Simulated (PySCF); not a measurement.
CrF2O2, multiplicity 1. Atoms are numbered in the order given.

```xyz
5

Cr     0.0000     0.0000     0.0517
O      0.0000     1.2351     0.9460
O      0.0000    -1.2351     0.9460
F     -1.3833     0.0000    -0.9098
F      1.3833     0.0000    -0.9098
```

Geometry: PBE0-D3(BJ)/def2-SVP. The multiplicity is an assumed one; other spin states were not compared. The isomer is the one that the SMILES or the coordinates give; other isomers of the formula were not compared.

Method: PBE/def2-TZVP run with PySCF.

Estimate the frontier levels, gap, dipole moment and polarisability. (An estimate is asked for; the answer gives what the named calculation found.)


highest occupied level: -8.76 eV
lowest empty level: -5.61 eV
orbital gap: 3.15 eV
dipole moment: 0.15 D
quadrupole, principal values (traceless, Buckingham form, about the centre of nuclear charge): -0.36, -0.11, 0.47 D·Å
mean static polarisability: 35.9 bohr³ (5.32 Å³)
polarisability, principal values: 33.1, 35.5, 39.1 bohr³
